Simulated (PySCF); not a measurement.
**Telling isomers of C$_{5}$H$_{9}$NOSi$_{2}$ apart by NMR**

PySCF 2.14 calculation with GFN2-xTB structure and GIAO PBE0/pcSseg-1 shieldings; equivalent nuclei averaged, no solvent, non-relativistic, one computed conformer.

Scale: 1H (σ = 31.72 ppm), 13C (σ = 186.93 ppm) against TMS (reference shieldings calculated alike). Where no couplings were computed, multiplicities follow the n + 1 count of equivalent neighbours, and m marks all less simple cases (inequivalent or close neighbours, rings, F or P nearby). Acid and N–H amide carbonyl carbons lie up to 10 ppm further downfield in solution (hydrogen bonding). Shifts are as computed. Against solution values, carbons near 30 ppm lie about +3 ppm off and those near 130 ppm about +5 ppm. Of 1211 compounds with measured shifts, 218 miss one by over three times the rms of a fit or turn the order of signals round; such compounds aren't used in these exercises. OH and NH positions are gas-phase values without hydrogen bonding to other molecules.

(1) Tabulate the signals of `N#CC1=C(CCO)[SiH2][SiH2]1`, `O=CNC1=C[SiH2]C=C[SiH2]1`, `O=CN[SiH2]C1=C[SiH2]C=C1` and their relative energies.

(2) What is the quickest way to tell O=CNC1=C[SiH2]C=C[SiH2]1 from O=CN[SiH2]C1=C[SiH2]C=C1?

(3) What is the quickest way to tell N#CC1=C(CCO)[SiH2][SiH2]1 from O=CNC1=C[SiH2]C=C[SiH2]1?

(4) What is the quickest way to tell N#CC1=C(CCO)[SiH2][SiH2]1 from O=CN[SiH2]C1=C[SiH2]C=C1?

Results:

(1) 
| SMILES | carbon types | δC | δH | E rel. (kcal/mol) |
| --- | --- | --- | --- | --- |
| N#CC1=C(CCO)[SiH2][SiH2]1 | 3×C 2×CH2 | 196.0, 138.4, 120.4, 65.3, 43.2 | 4.89 (m, 2H), 4.87 (m, 2H), 4.03 (t, 2H), 2.65 (t, 2H), 0.15 (br s, 1H) | 31.3 |
| O=CNC1=C[SiH2]C=C[SiH2]1 | 1×C 4×CH | 165.1, 162.2, 151.6, 142.3, 117.1 | 7.92 (d, 1H), 7.44 (m, 1H), 6.92 (m, 1H), 6.59 (br, 1H), 5.78 (t, 1H), 5.32 (m, 2H), 4.79 (m, 2H) | 6.7 |
| O=CN[SiH2]C1=C[SiH2]C=C1 | 1×C 4×CH | 168.2, 167.9, 160.0, 152.7, 134.4 | 8.45 (s, 1H), 7.54 (d, 1H), 6.97 (t, 1H), 6.32 (m, 1H), 5.25 (s, 2H), 4.66 (m, 2H), 4.16 (br s, 1H) | 0.0 |

Energies are electronic energies at PBE0/pcSseg-1 on these geometries, without zero-point or thermal terms, each for the one conformer computed, which needn't be the lowest.

(2) Both give the same number of carbon signals, with the same numbers of each carbon type, so the positions decide. The first has a β carbon of an enol-ether or enamine type C=C (CH) at 117.1 ppm, the second a fully substituted alkene carbon (C) at 167.9 ppm. Their most deshielded carbons lie at 165.1 and 168.2 ppm. In the proton spectra the most deshielded non-exchanging signals are 7.92 (d, 1H) and 8.45 (s, 1H).

(3) Both give the same number of carbon signals, but DEPT or the intensities differ. The first has an sp3 CH2 bonded to O at 65.3 ppm, the second an alkene CH at 165.1 ppm. Their most deshielded carbons lie at 196.0 and 165.1 ppm. In the proton spectra the most deshielded non-exchanging signals are 4.89 (m, 2H) and 7.92 (d, 1H).

(4) Both give the same number of carbon signals, but DEPT or the intensities differ. The first has an sp3 CH2 bonded to O at 65.3 ppm, the second an amide carbonyl carbon (CH) at 168.2 ppm. Their most deshielded carbons lie at 196.0 and 168.2 ppm. In the proton spectra the most deshielded non-exchanging signals are 4.89 (m, 2H) and 8.45 (s, 1H).
